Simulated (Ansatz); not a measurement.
Input for Ansatz (a program for electronic structure): R-B3LYP-D3(BJ)/def2-TZVP on CH9NSi (a complex).

Ansatz 0.2 input:
```yaml
crystal:
  periodic: [false, false, false]
  atoms:
    - {symbol: N, position_ang: [0.89958709, -0.27432298, 0.11136654]}
    - {symbol: Si, position_ang: [-0.73455004, 0.22323395, -0.10851393]}
    - {symbol: H, position_ang: [1.62746631, 0.24424051, -0.35337027]}
    - {symbol: H, position_ang: [1.20652305, -0.52834315, 1.03661291]}
    - {symbol: H, position_ang: [-1.09265555, 1.50873851, 0.51362335]}
    - {symbol: H, position_ang: [-0.91345868, 0.32302305, -1.55439717]}
    - {symbol: H, position_ang: [-1.53749170, -0.83798929, 0.49671017]}
    - {symbol: C, position_ang: [0.26832769, -0.07213014, 3.84902369]}
    - {symbol: H, position_ang: [0.91352259, -0.94140943, 3.86436681]}
    - {symbol: H, position_ang: [0.85548706, 0.81194419, 3.63616981]}
    - {symbol: H, position_ang: [-0.48900600, -0.19443995, 3.08543915]}
    - {symbol: H, position_ang: [-0.20661926, 0.03740002, 4.81519341]}
basis:
  gaussian:
    orbitals: def2-TZVP
hamiltonian:
  xc: b3lyp
  dispersion: d3bj
relax: {f_tol: 0.004, max_steps: 120}
scf: {lower_state_search: off}
```

It printed:

```
WARN ansatz: RAYON_NUM_THREADS=1 ignored (pool sized by the plan → 1); use --threads N
Functional definition: B3LYP
these checks for a lower state are left out or cut short: stability, starts, cluster_reference, orbital_swaps, neighbouring_geometries, increment
integrals: 0.06 GiB planned
992 factors; their error is unknown
mean field: 0.54 GiB planned
mean field evaluation 1: about -10541.7901 eV, gradient 8.0e1 eV
mean field evaluation 2: about -10527.4369 eV, gradient 1.1e2 eV
mean field evaluation 4: about -10554.2214 eV, gradient 6.5e0 eV
mean field evaluation 8: about -10554.3135 eV, gradient 3.6e-2 eV
mean field evaluation 16: about -10554.3304 eV, gradient 3.5e-5 eV
mean field -10554.33039266 eV, -387.8644879481 hartree, gradient 5.1e-6 eV, S^2 0.000000; 0 other end points of the search recorded, 0 dependent functions left out
the calculation of the forces begins
reference -10554.33068522 eV, -387.8644986997 hartree; 18, 18 occupied and 135, 135 virtual orbitals, 992 factors
relax step   1: F+E_penalty+E_count = -10554.61607430 eV  Δ(F+E_penalty+E_count) = +0.000e0 eV  max|allowed force component| = 4.955e-1 eV/Å  Δτ_max = 0.0000 Å  (15 SCF iters, accepted)
these checks for a lower state are left out or cut short: stability, starts, cluster_reference, orbital_swaps, neighbouring_geometries, increment
integrals: 0.06 GiB planned
992 factors; their error is unknown
mean field: 0.54 GiB planned
mean field -10554.36041912 eV, -387.8655914002 hartree, gradient 8.0e-7 eV, S^2 0.000000; 0 other end points of the search recorded, 0 dependent functions left out
the calculation of the forces begins
reference -10554.36071126 eV, -387.8656021361 hartree; 18, 18 occupied and 135, 135 virtual orbitals, 992 factors
relax step   2: F+E_penalty+E_count = -10554.64856645 eV  Δ(F+E_penalty+E_count) = -3.249e-2 eV  max|allowed force component| = 9.898e-2 eV/Å  Δτ_max = 0.1067 Å  (19 SCF iters, accepted)
these checks for a lower state are left out or cut short: stability, starts, cluster_reference, orbital_swaps, neighbouring_geometries, increment
integrals: 0.06 GiB planned
992 factors; their error is unknown
mean field: 0.54 GiB planned
mean field evaluation 32: about -10554.3589 eV, gradient 9.0e-7 eV
mean field -10554.35885574 eV, -387.8655339471 hartree, gradient 9.0e-7 eV, S^2 0.000000; 0 other end points of the search recorded, 0 dependent functions left out
the calculation of the forces begins
reference -10554.35914661 eV, -387.8655446362 hartree; 18, 18 occupied and 135, 135 virtual orbitals, 992 factors
relax step   3: F+E_penalty+E_count = -10554.65089400 eV  Δ(F+E_penalty+E_count) = -2.328e-3 eV  max|allowed force component| = 1.973e-1 eV/Å  Δτ_max = 0.1181 Å  (19 SCF iters, accepted)
these checks for a lower state are left out or cut short: stability, starts, cluster_reference, orbital_swaps, neighbouring_geometries, increment
integrals: 0.06 GiB planned
992 factors; their error is unknown
mean field: 0.54 GiB planned
mean field -10554.35960567 eV, -387.8655615066 hartree, gradient 9.1e-7 eV, S^2 0.000000; 0 other end points of the search recorded, 0 dependent functions left out
the calculation of the forces begins
reference -10554.35989581 eV, -387.8655721690 hartree; 18, 18 occupied and 135, 135 virtual orbitals, 992 factors
relax step   4: F+E_penalty+E_count = -10554.65351279 eV  Δ(F+E_penalty+E_count) = -2.619e-3 eV  max|allowed force component| = 1.064e-1 eV/Å  Δτ_max = 0.0679 Å  (19 SCF iters, accepted)
these checks for a lower state are left out or cut short: stability, starts, cluster_reference, orbital_swaps, neighbouring_geometries, increment
integrals: 0.06 GiB planned
992 factors; their error is unknown
mean field: 0.54 GiB planned
mean field -10554.35759846 eV, -387.8654877428 hartree, gradient 9.2e-7 eV, S^2 0.000000; 0 other end points of the search recorded, 0 dependent functions left out
the calculation of the forces begins
reference -10554.35788760 eV, -387.8654983687 hartree; 18, 18 occupied and 135, 135 virtual orbitals, 992 factors
relax step   5: F+E_penalty+E_count = -10554.65489935 eV  Δ(F+E_penalty+E_count) = -1.387e-3 eV  max|allowed force component| = 2.773e-2 eV/Å  Δτ_max = 0.0669 Å  (19 SCF iters, accepted)
these checks for a lower state are left out or cut short: stability, starts, cluster_reference, orbital_swaps, neighbouring_geometries, increment
integrals: 0.06 GiB planned
992 factors; their error is unknown
mean field: 0.54 GiB planned
mean field -10554
[...]
00; 0 other end points of the search recorded, 0 dependent functions left out
the calculation of the forces begins
reference -10554.35802453 eV, -387.8655034005 hartree; 18, 18 occupied and 135, 135 virtual orbitals, 992 factors
relax step  41: F+E_penalty+E_count = -10554.65700820 eV  Δ(F+E_penalty+E_count) = +1.283e-4 eV  max|allowed force component| = 6.376e-2 eV/Å  Δτ_max = 0.0307 Å  (20 SCF iters, rejected (line search))
these checks for a lower state are left out or cut short: stability, starts, cluster_reference, orbital_swaps, neighbouring_geometries, increment
integrals: 0.06 GiB planned
992 factors; their error is unknown
mean field: 0.55 GiB planned
mean field -10554.35787316 eV, -387.8654978380 hartree, gradient 1.6e-6 eV, S^2 0.000000; 0 other end points of the search recorded, 0 dependent functions left out
the calculation of the forces begins
reference -10554.35816164 eV, -387.8655084395 hartree; 18, 18 occupied and 135, 135 virtual orbitals, 992 factors
relax step  42: F+E_penalty+E_count = -10554.65718448 eV  Δ(F+E_penalty+E_count) = -4.802e-5 eV  max|allowed force component| = 2.167e-3 eV/Å  Δτ_max = 0.0149 Å  (20 SCF iters, accepted)
these checks for a lower state are left out or cut short: stability, starts, cluster_reference, orbital_swaps, neighbouring_geometries, increment
integrals: 0.06 GiB planned
992 factors; their error is unknown
mean field: 0.55 GiB planned
mean field -10554.35787045 eV, -387.8654977384 hartree, gradient 1.6e-6 eV, S^2 0.000000; 0 other end points of the search recorded, 0 dependent functions left out
the calculation of the forces begins
reference -10554.35815889 eV, -387.8655083383 hartree; 18, 18 occupied and 135, 135 virtual orbitals, 992 factors
relax step  43: F+E_penalty+E_count = -10554.65719754 eV  Δ(F+E_penalty+E_count) = -1.306e-5 eV  max|allowed force component| = 3.653e-3 eV/Å  Δτ_max = 0.0148 Å  (20 SCF iters, accepted)
these checks for a lower state are left out or cut short: stability, starts, cluster_reference, orbital_swaps, neighbouring_geometries, increment
integrals: 0.06 GiB planned
992 factors; their error is unknown
mean field: 0.55 GiB planned
mean field -10554.35782124 eV, -387.8654959300 hartree, gradient 1.5e-6 eV, S^2 0.000000; 0 other end points of the search recorded, 0 dependent functions left out
the calculation of the forces begins
reference -10554.35810966 eV, -387.8655065292 hartree; 18, 18 occupied and 135, 135 virtual orbitals, 992 factors
relax step  44: F+E_penalty+E_count = -10554.65717776 eV  Δ(F+E_penalty+E_count) = +1.977e-5 eV  max|allowed force component| = 3.503e-2 eV/Å  Δτ_max = 0.0431 Å  (19 SCF iters, rejected (line search))
these checks for a lower state are left out or cut short: stability, starts, cluster_reference, orbital_swaps, neighbouring_geometries, increment
integrals: 0.06 GiB planned
992 factors; their error is unknown
mean field: 0.55 GiB planned
mean field evaluation 320: about -10554.3357 eV, gradient 9.0e-1 eV
mean field -10554.35787936 eV, -387.8654980659 hartree, gradient 1.5e-6 eV, S^2 0.000000; 0 other end points of the search recorded, 0 dependent functions left out
the calculation of the forces begins
reference -10554.35816777 eV, -387.8655086646 hartree; 18, 18 occupied and 135, 135 virtual orbitals, 992 factors
relax step  45: F+E_penalty+E_count = -10554.65721592 eV  Δ(F+E_penalty+E_count) = -1.838e-5 eV  max|allowed force component| = 4.494e-3 eV/Å  Δτ_max = 0.0210 Å  (20 SCF iters, accepted)
these checks for a lower state are left out or cut short: stability, starts, cluster_reference, orbital_swaps, neighbouring_geometries, increment
integrals: 0.06 GiB planned
992 factors; their error is unknown
mean field: 0.55 GiB planned
mean field -10554.35784714 eV, -387.8654968815 hartree, gradient 1.4e-6 eV, S^2 0.000000; 0 other end points of the search recorded, 0 dependent functions left out
the calculation of the forces begins
reference -10554.35813557 eV, -387.8655074812 hartree; 18, 18 occupied and 135, 135 virtual orbitals, 992 factors
relax step  46: F+E_penalty+E_count = -10554.65719848 eV  Δ(F+E_penalty+E_count) = +1.744e-5 eV  max|allowed force component| = 3.371e-2 eV/Å  Δτ_max = 0.0367 Å  (19 SCF iters, rejected (line search))
these checks for a lower state are left out or cut short: stability, starts, cluster_reference, orbital_swaps, neighbouring_geometries, increment
integrals: 0.06 GiB planned
992 factors; their error is unknown
mean field: 0.55 GiB planned
mean field -10554.35787597 eV, -387.8654979413 hartree, gradient 1.5e-6 eV, S^2 0.000000; 0 other end points of the search recorded, 0 dependent functions left out
the calculation of the forces begins
reference -10554.35816436 eV, -387.8655085393 hartree; 18, 18 occupied and 135, 135 virtual orbitals, 992 factors
relax step  47: F+E_penalty+E_count = -10554.65722712 eV  Δ(F+E_penalty+E_count) = -1.120e-5 eV  max|allowed force component| = 4.268e-3 eV/Å  Δτ_max = 0.0136 Å  (20 SCF iters, accepted)
these checks for a lower state are left out or cut short: stability, starts, cluster_reference, orbital_swaps, neighbouring_geometries, increment
integrals: 0.06 GiB planned
992 factors; their error is unknown
mean field: 0.55 GiB planned
mean field -10554.35783804 eV, -387.8654965471 hartree, gradient 1.4e-6 eV, S^2 0.000000; 0 other end points of the search recorded, 0 dependent functions left out
the calculation of the forces begins
reference -10554.35812644 eV, -387.8655071459 hartree; 18, 18 occupied and 135, 135 virtual orbitals, 992 factors
relax step  48: F+E_penalty+E_count = -10554.65722055 eV  Δ(F+E_penalty+E_count) = +6.575e-6 eV  max|allowed force component| = 2.659e-2 eV/Å  Δτ_max = 0.0366 Å  (19 SCF iters, rejected (line search))
these checks for a lower state are left out or cut short: stability, starts, cluster_reference, orbital_swaps, neighbouring_geometries, increment
integrals: 0.06 GiB planned
992 factors; their error is unknown
mean field: 0.55 GiB planned
mean field evaluation 352: about -10554.3579 eV, gradient 3.0e-3 eV
mean field -10554.35786918 eV, -387.8654976918 hartree, gradient 1.5e-6 eV, S^2 0.000000; 0 other end points of the search recorded, 0 dependent functions left out
the calculation of the forces begins
reference -10554.35815755 eV, -387.8655082891 hartree; 18, 18 occupied and 135, 135 virtual orbitals, 992 factors
relax step  49: F+E_penalty+E_count = -10554.65723884 eV  Δ(F+E_penalty+E_count) = -1.172e-5 eV  max|allowed force component| = 2.349e-3 eV/Å  Δτ_max = 0.0182 Å  (20 SCF iters, accepted)
Total energy: -10554.65752721 eV, -387.8765099212 hartree
Atom 0 at     0.905934    -0.379062     0.206363 Å, force    -0.000940     0.000999    -0.000472 eV/Å
Atom 1 at    -0.651879     0.326177    -0.005696 Å, force     0.001522     0.000067     0.000564 eV/Å
Atom 2 at     1.679708    -0.066146    -0.358508 Å, force    -0.001140    -0.000384     0.000641 eV/Å
Atom 3 at     1.217187    -0.646890     1.126796 Å, force     0.000104    -0.000081    -0.000194 eV/Å
Atom 4 at    -0.840331     1.674114     0.599084 Å, force     0.000103    -0.000630    -0.000003 eV/Å
Atom 5 at    -0.885679     0.454389    -1.462686 Å, force    -0.000127    -0.000434    -0.000036 eV/Å
Atom 6 at    -1.661766    -0.568529     0.604760 Å, force     0.000527     0.000481    -0.000509 eV/Å
Atom 7 at     0.207393    -0.098738     3.734082 Å, force    -0.002097    -0.000610     0.002349 eV/Å
Atom 8 at     1.257556    -0.389564     3.750044 Å, force     0.000068     0.000101     0.000275 eV/Å
Atom 9 at     0.098980     0.852733     3.215623 Å, force    -0.000436    -0.000540    -0.001134 eV/Å
Atom 10 at    -0.379252    -0.862688     3.225073 Å, force     0.000853     0.001170    -0.001006 eV/Å
Atom 11 at    -0.150718     0.004149     4.757289 Å, force     0.001564    -0.000139    -0.000473 eV/Å
Dipole moment:     0.246658     0.043256     0.121654 e Å
Checks for a lower state left out: stability, starts, cluster_reference, orbital_swaps, neighbouring_geometries, increment
```

Self-consistency was reached.

Cost: very roughly 2.4 core-minutes.
